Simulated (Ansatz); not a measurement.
Born–Oppenheimer molecular dynamics of AlH₇OSSi₂ (12 atoms, charge 0, multiplicity 1). It starts from a relaxed structure.

The calculation used Ansatz 0.2.0, RKS PBE0/STO-3G.

```yaml
ensemble: NVT, Nosé–Hoover chain
time_step: 0.5 fs
steps_asked: 199
set_temperature: 400 K
thermostat: time constant 300 fs, chain length 3
seed: 412357
```

First frame:

```xyz
12
Properties=species:S:1:pos:R:3
Al -1.258 1.951 1.365
Si 0.043 0.163 0.702
S 2.149 0.532 0.695
O -0.511 -0.296 -0.856
Si 0.120 -1.732 -1.511
H -2.356 1.756 2.371
H -0.986 3.321 0.817
H -0.045 -1.000 1.574
H 2.055 1.721 0.056
H -0.625 -1.991 -2.721
H 1.525 -1.623 -1.847
H -0.034 -2.858 -0.611
```

(1) How far do the bonds stretch over the last three quarters of this one trajectory? (Pairs bonded in most of those frames.)

Results:

(1) 
```json
{"bond": "Al1–Si2", "mean (Å)": "2.314", "spread (Å)": "0.023", "shortest": "2.27", "longest": "2.34"}
{"bond": "Al1–H6", "mean (Å)": "1.504", "spread (Å)": "0.020", "shortest": "1.47", "longest": "1.53"}
{"bond": "Al1–H7", "mean (Å)": "1.502", "spread (Å)": "0.022", "shortest": "1.47", "longest": "1.54"}
{"bond": "Si2–S3", "mean (Å)": "2.139", "spread (Å)": "0.012", "shortest": "2.12", "longest": "2.16"}
{"bond": "Si2–O4", "mean (Å)": "1.725", "spread (Å)": "0.036", "shortest": "1.66", "longest": "1.78"}
{"bond": "Si2–H8", "mean (Å)": "1.461", "spread (Å)": "0.016", "shortest": "1.44", "longest": "1.49"}
{"bond": "S3–H9", "mean (Å)": "1.355", "spread (Å)": "0.005", "shortest": "1.35", "longest": "1.36"}
{"bond": "O4–Si5", "mean (Å)": "1.701", "spread (Å)": "0.029", "shortest": "1.65", "longest": "1.75"}
{"bond": "Si5–H10", "mean (Å)": "1.448", "spread (Å)": "0.031", "shortest": "1.40", "longest": "1.49"}
{"bond": "Si5–H11", "mean (Å)": "1.451", "spread (Å)": "0.017", "shortest": "1.42", "longest": "1.48"}
{"bond": "Si5–H12", "mean (Å)": "1.453", "spread (Å)": "0.014", "shortest": "1.43", "longest": "1.48"}
```

Mean temperature of the second half: 203 K. The conserved energy stayed within 0.14 meV per atom of its start (net change 0.062 meV per atom), so the integration is sound. The mean temperature of the second half is 49 % below the set value. A run of 0.1 ps of so small a system gives no equilibrium averages. Limits of this set-up: minimal basis.

Time of the run: 9.8 min on 1 thread of Intel(R) Xeon(R) Platinum 8488C (Sapphire Rapids), on a shared host, peak memory 0.12 GiB.
